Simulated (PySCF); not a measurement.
Species: C₁₁H₁₂.
Numbering: `[CH2:1]=[CH:2]/[CH:3]=[CH:4]/[CH2:5][c:6]1[cH:7][cH:8][cH:9][cH:10][cH:11]1`

Probes without a nucleus sit at each ring's centroid and 1 Å off its mean plane on both sides; NICS is minus the shielding there, NICSzz its component along the normal. Level: GIAO PBE0/pcSseg-1 (PySCF, non-relativistic, gas phase) on the GFN2-xTB geometry, one conformer.

Ring bond lengths (Å), with Mayer bond orders in brackets: C6–C7 1.388 (1.40), C7–C8 1.384 (1.44), C8–C9 1.384 (1.44), C9–C10 1.385 (1.43), C10–C11 1.383 (1.45), C11–C6 1.389 (1.40).

Give the NICS values of each ring in ppm.

```tsv
ring	type	NICS(0)	NICS(1), two faces	NICS(1)zz, two faces	rms pucker (Å)	centre to ring atoms, mean (Å)
C6–C7–C8–C9–C10–C11	6-membered carbocycle; formal bonds all aromatic	-8.6	-11.3 / -11.4	-28.5 / -29.0	0.00	1.39
```

What do they say, and how far can they be read as aromaticity?

- C6–C7–C8–C9–C10–C11: mean NICS(1)zz -28.8 ppm, shielded, aromatic by this magnetic criterion (flat ring, no four-coordinate atom).

What does the geometric index give? HOMA = 1 − mean of α(R − Ropt)² over the ring bonds, with Krygowski's 1993 parameters (CC: Ropt 1.388 Å, α 257.7 Å⁻²).

- C6–C7–C8–C9–C10–C11: HOMA 1.00 = 1 − EN − GEO, with mean bond length 1.386 Å, EN = α(Ropt − mean)² = 0.002 and GEO = α × variance = 0.001. The geometric and the magnetic index point the same way.

What is the mean of the two in-plane components of NICS at the first NICS(1) probe listed for ring C6–C7–C8–C9–C10–C11, 1 Å off the ring?

The isotropic value is a third of the trace: (3 × -11.3 − (-28.5))/2 = -2.7 ppm.

On one thread of an Arm Neoverse V2, on a shared host, this took 59 s. This is the whole shielding run at PBE0/pcSseg-1, SCF included.

Shape of the structure used: `[CH2:1]=[CH:2]/[CH:3]=[CH:4]/[CH2:5][c:6]1[cH:7][cH:8][cH:9][cH:10][cH:11]1`: C1–C2–C3–C4 179°, C3–C4–C5–C6 -120°, C4–C5–C6–C7 -96°.
